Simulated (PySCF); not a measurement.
C4H10Si, SMILES C1CC[SiH2]C1.

The structure is a stationary point at B3LYP-D3(BJ)/def2-SVP. Other conformers were not sampled.

Method: ωB97X/def2-TZVP in PySCF.

Isolated molecule, no solvent.

```yaml
total_energy: -447.96420 hartree
point_group: C2
highest_occupied_level: -10.40 eV
lowest_empty_level: 2.78 eV
orbital_gap: 13.19 eV
dipole_moment: 0.69 D
quadrupole, principal values (traceless, Buckingham form, about the centre of nuclear charge): -2.11, 0.75, 1.36 D·Å
mean_static_polarisability: 71.5 bohr³ (10.59 Å³)
polarisability_principal_values: 64.3, 71.1, 79.0 bohr³
```
